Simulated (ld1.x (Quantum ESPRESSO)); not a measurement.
Reading a pseudo-wave (Hf (Z = 72))

Columns: radius, all-electron u(r) and pseudo u(r) of the 6s shell (level -4.76 eV) of hafnium in the configuration [Xe] 4f14 5d3 6s1 6p0; PBEsol, scalar-relativistic, ultrasoft scheme, ld1.x (Quantum ESPRESSO) 7.5.

```tsv
r (bohr)	all-electron	pseudo
0.160	0.1147	-0.0233
0.320	-0.1448	-0.0477
0.480	-0.0836	-0.0742
0.640	0.1311	-0.1037
0.800	0.2570	-0.1366
0.960	0.2636	-0.1732
1.120	0.1884	-0.2135
1.280	0.0725	-0.2568
1.440	-0.0553	-0.3025
1.600	-0.1778	-0.3493
1.760	-0.2861	-0.3960
1.920	-0.3768	-0.4410
2.080	-0.4495	-0.4828
2.240	-0.5052	-0.5198
2.400	-0.5459	-0.5507
2.560	-0.5734	-0.5743
2.720	-0.5899	-0.5899
2.880	-0.5970	-0.5970
3.040	-0.5965	-0.5965
3.200	-0.5896	-0.5896
3.360	-0.5777	-0.5777
3.520	-0.5618	-0.5618
3.680	-0.5429	-0.5429
3.840	-0.5216	-0.5216
4.000	-0.4987	-0.4987
4.160	-0.4747	-0.4747
```

(1) How many radial nodes do the two functions have?

(2) At about which radius was the pseudo-wave matched?

(3) Where does each function peak?

(4) Is the pseudo-wave norm-conserving?

## Answers

(1) The all-electron 6s function has n − l − 1 = 5 (the table is too coarse to show those close to the nucleus); the pseudo-wave has 0, since the states of the same l below it are removed with the core.

(2) 2.80 bohr, where the columns begin to agree (steps of 0.16 bohr).

(3) Outermost all-electron maximum near 2.88 bohr, pseudo maximum near 2.88 bohr (to the table’s step).

(4) No, it belongs to an ultrasoft set: the norm inside the radius is not constrained, and the difference is carried by the augmentation charge.
